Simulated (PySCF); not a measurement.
A ladder of Hamiltonians for Sm⁵⁸⁺ (samarium, charge +58)

Occupied: 1s1/2, 2s1/2. Hartree-Fock calculated with PySCF 2.14 in an uncontracted even-tempered set (19 s from 13 bohr⁻², ratio 2.3; 15 p from 15 bohr⁻², ratio 2.3), Gaussian nucleus throughout. NR is non-relativistic, sf-X2C the spin-free one-electron X2C Hamiltonian, X2C adds the bare one-electron spin-orbit term, X2C-SNSO screens it by Boettger's factors, DC is four-component Dirac-Coulomb, and the Gaunt and Breit terms are added at first order (total energies over the DC spinors, levels after relaxing the spinors in that mean field). QED terms are absent. Levels marked empty are virtual spinors of this ion.

```csv
Hamiltonian,E (hartree)
NR,-4708.2042
sf-X2C,-4985.5714
X2C,-4985.5714
X2C-SNSO,-4985.5714
DC,-4987.6054
DC+Gaunt,-4983.4693
DC+Breit,-4983.5564
```

```
   level (eV)        NR    sf-X2C       X2C  X2C-SNSO        DC  DC+Gaunt  DC+Breit
        1s1/2  -50592.8  -53373.6  -53373.6  -53373.6  -53422.5  -53323.2  -53324.3
        2s1/2  -12162.5  -13007.5  -13007.5  -13007.5  -13013.1  -13001.5  -13002.6
2p1/2 (empty)  -11811.0  -12130.7  -12616.9  -12599.3  -12604.9  -12583.5  -12586.5
2p3/2 (empty)  -11811.0  -12130.7  -11924.7  -11931.0  -11932.2  -11920.3  -11923.3
3s1/2 (empty)   -5224.9   -5509.2   -5509.2   -5509.2   -5510.7   -5507.5   -5508.0
```

Task: How large are the two-electron picture-change error of X2C and the Breit correction in the total energy?

Result: X2C-1e lies 2.0341 hartree above Dirac-Coulomb; Gaunt adds 4.1361 and the full Breit term 4.0491 hartree.

| interval (eV) | X2C | X2C-SNSO | DC | DC+Gaunt | DC+Breit |
| --- | --- | --- | --- | --- | --- |
| 2p3/2 − 2p1/2 | 692.2 | 668.3 | 672.7 | 663.2 | 663.2 |

Weight of the small component: 1s1/2 0.0535, 2s1/2 0.0129, 2p1/2 0.0127, 2p3/2 0.0120, 3s1/2 0.00543.

Koopmans' value for the highest occupied level at DC+Breit: 13002.6 eV, against an ionisation energy of 12992 ± 6 eV (theoretical estimate listed by NIST; NIST Atomic Spectra Database, ionization energies); the former lacks relaxation, correlation, QED and recoil.

The whole ladder took 120 s of wall time on 1 thread of Neoverse-N1 (shared host), launched as `OMP_NUM_THREADS=1 python relrun2.py TASK.json OUT` (a driver that calls PySCF for each Hamiltonian).
